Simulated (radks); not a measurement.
Task: Neutral beryllium, [He] 2s2. Calculated with a radial shooting solver on a logarithmic mesh with Libxc functionals: non-relativistic Kohn-Sham, PBE, spin-polarised, spherical densities, point nucleus. Every spin shell is full or empty, so the densities are truly spherical. Functionals are evaluated on that one density, not self-consistently. Rank these orbital-free kinetic functionals by their error against the exact value of the orbitals, and give that value: Thomas-Fermi, TF + vW, TF + vW/9, TF + vW/5, LC94, APBEK, Perdew 92, LKT, PG1, DePristo-Kress.

Result: Exact: 14.5583 hartree. From best to worst, with 100 (|E| - |E exact|)/|E exact| (equal figures are ties): LC94 +0.14, APBEK +0.14, TF + vW/9 +0.18, Perdew 92 +0.20, DePristo-Kress -1.34, TF + vW/5 +8.49, Thomas-Fermi -10.21, PG1 +46.94, LKT +54.36, TF + vW +83.33.
